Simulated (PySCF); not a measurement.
C3H6F2Si, SMILES C(/F)([SiH2]F)=C/C.

The structure is a stationary point at B3LYP-D3(BJ)/def2-SVP. The structure was generated by enumeration; whether it is a known compound was not checked. One conformer was computed; it need not be the lowest.

All values below come from B3LYP-D3(BJ)/def2-SVP run with PySCF.

Frequencies are harmonic and unscaled.

| mode | ν (cm⁻¹) | IR (km/mol) | moving atoms (share of kinetic energy) |
|---|---|---|---|
| 1 | 76 | 3.9 | F 50 %, H 22 %, Si 22 % |
| 2 | 120 | 2.3 | F 50 %, C 36 %, H 13 % |
| 3 | 141 | 0.0 | H 91 % |
| 4 | 163 | 0.4 | C 59 %, H 37 % |
| 5 | 254 | 10.5 | F 43 %, C 35 %, H 17 % |
| 6 | 314 | 1.0 | F 70 %, C 15 %, Si 12 % |
| 7 | 442 | 24.0 | Si 52 %, C 29 %, H 15 % |
| 8 | 469 | 11.7 | C 54 %, H 36 % |
| 9 | 685 | 77.0 | H 54 %, C 28 %, Si 15 % |
| 10 | 712 | 7.3 | H 90 % |
| 11 | 743 | 2.0 | C 42 %, F 27 %, H 27 % |
| 12 | 855 | 25.5 | F 49 %, H 34 %, Si 17 % |
| 13 | 862 | 5.4 | H 91 % |
| 14 | 928 | 329.5 | H 63 %, Si 24 %, F 12 % |
| 15 | 981 | 160.2 | H 77 %, C 11 % |
| 16 | 984 | 1.3 | H 58 %, C 33 % |
| 17 | 1048 | 0.6 | H 63 %, C 37 % |
| 18 | 1066 | 58.2 | C 66 %, H 21 %, F 12 % |
| 19 | 1176 | 27.7 | C 59 %, H 33 % |
| 20 | 1308 | 25.6 | H 65 %, C 31 % |
| 21 | 1391 | 1.3 | H 75 %, C 24 % |
| 22 | 1452 | 4.9 | H 95 % |
| 23 | 1460 | 8.4 | H 96 % |
| 24 | 1734 | 20.2 | C 94 % |
| 25 | 2255 | 112.1 | H 98 % |
| 26 | 2256 | 136.3 | H 96 % |
| 27 | 3026 | 19.1 | H 97 % |
| 28 | 3087 | 10.9 | H 91 %, C 9 % |
| 29 | 3144 | 4.6 | H 91 %, C 9 % |
| 30 | 3175 | 2.6 | H 92 %, C 8 % |
